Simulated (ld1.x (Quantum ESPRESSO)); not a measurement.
## As (Z = 33): one change to a TM potential, before and after

- Element: As (Z = 33)
- Generator: ld1.x (Quantum ESPRESSO) 7.5
- Type: norm-conserving Troullier–Martins (Kleinman–Bylander form)
- Functional: PBE
- Relativity: scalar-relativistic
- Frozen core: [Ar]
- Valence charge: 15
- Reference configuration: 3d10 4s2 4p3
- Partial waves: 4s (bound): rc 1.25 bohr; 4p (bound): rc 1.55 bohr; 3d (bound): rc 0.60 bohr
- Local potential: all-electron potential smoothed inside 0.50 bohr (lloc = -1)
- Core correction: a·sin(br)/r model core inside 0.35 bohr

Change: local potential all-electron potential smoothed inside 0.72 bohr (lloc = -1).

Cutoffs: the cutoffs (Ry, on a coarse ladder) from which the occupation-weighted sum of valence levels, in a spherical-Bessel basis at the reference potential, stays within 10 and 1 mRy of its value at 400 Ry; they do not see the model core or the augmentation charge, which bear on the density cutoff. Errors are all-electron minus pseudo energies relative to the spin-unpolarised reference configuration.

**Question.** What does the change do?

**Answer.** Both files keep a bound ghost (p, s); of the 6 tests that both files solve, the error grows in 3 and shrinks in 2 by more than 15 % and 0.3 meV (median size 2.6 → 1.8 meV); the range in which the s phases agree widens (upper end 0.6 → 4.1).

```tsv
quantity	base	changed
bound ghosts	s, p	s, p
tests counted (converged, no solver errors)	6 of 7	6 of 7
error for 3d10 4s2 4p2, meV [ΔE 9.15 eV]	+1.0	-1.5
error for 3d10 4s2 4p1, meV [ΔE 27.07 eV]	+7.9	-3.8
error for 3d10 4s2 4p0, meV [ΔE 54.77 eV]	+22	-2.1
error for 3d10 4s2 4p2.5, meV [ΔE 3.56 eV]	-0.1	-0.6
error for 3d10 4s1 4p3, meV [ΔE 19.26 eV]	+4.2	-5.0
error for 3d10 4s2 4p3.3, meV [ΔE -1.23 eV]	+0.3	+0.1
s: phases at 1.71 bohr within 0.05 rad from the reference energy up to (Ry; the scan ends near 5)	0.6	4.1
p: phases at 1.71 bohr within 0.05 rad from the reference energy up to (Ry; the scan ends near 5)	4.7	to the end of the scan
d: phases at 1.71 bohr within 0.05 rad from the reference energy up to (Ry; the scan ends near 5)	to the end of the scan	to the end of the scan
```

Base: Tests not counted: 3d9 4s2 4p3 (solver errors, printed error -2700 eV). Changed file: Tests not counted: 3d9 4s2 4p3 (solver errors, printed error -2900 eV). A true bound ghost makes a file unfit for plane-wave use even where its test errors are small: the radial tests pick states by their node count and pass the ghost by. Where a test does run into it, the solver fails or the error is huge.
